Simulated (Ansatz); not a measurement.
Telling isomers of CH2OSe apart by their spectra

These gas-phase data were calculated for one isomer of CH2OSe at PBE0-D4/def2-TZVP (harmonic, unscaled wavenumbers; equilibrium rotational constants with average atomic masses):

```
rotational constants            : 69.7, 4.086, 3.859 GHz
all wavenumbers above 1500 cm⁻¹ : 3792, 3105
```

Candidates:

(1) `OC=[Se]`, a singlet
(2) `O=C[SeH]`, a singlet

Task: Which candidate do the data belong to?

Result: Candidate (1). The band at 3792 cm⁻¹ lies where the O–H stretch is expected; (2) has no mode between 3300 and 4000 cm⁻¹.

The same quantities for all candidates:

```tsv
	rotational constants (GHz)	wavenumbers above 1500 cm⁻¹	E above the lowest, PBE0-D4/def2-TZVP (kcal/mol)
(1)	69.7, 4.086, 3.859	3792, 3105	8.3
(2)	58.68, 4.024, 3.766	2959, 2450, 1817	0.0
```

Harmonic stretches to hydrogen usually lie a few per cent above observed fundamentals. Each candidate is one conformer. Programs: Ansatz 0.2.0.
